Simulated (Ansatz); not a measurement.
The cluster GeSe2⁺. Total charge 1; doublet. Geometry PBE0-D4/def2-TZVP; atoms count from 1.

Cartesian coordinates in Å:
```
Ge 0.3975 0.9236 1.0164
Se -0.4536 0.4104 -1.2007
Se 0.0561 -1.3340 0.1843
```

The structure comes from a short search, and lower isomers may exist.

Estimate the Mulliken populations from the PBE0/def2-TZVP orbitals of Ansatz.


```
atom  charge (e)  spin (α − β)
 Ge1        0.69         -0.10
 Se2        0.15          0.55
 Se3        0.15          0.55
```
Mulliken values depend strongly on the basis.

Where does the spin sit?

Summed by element: Ge -0.10, Se 1.10, of 1 unpaired in all. Largest on single atoms: Se3 0.55, Se2 0.55, Ge1 -0.10.

And the Mayer bond orders between heavy atoms (over 0.3)?

Ge1–Se2 0.96 (2.43 Å); Ge1–Se3 0.96 (2.43 Å); Se2–Se3 1.46 (2.28 Å).
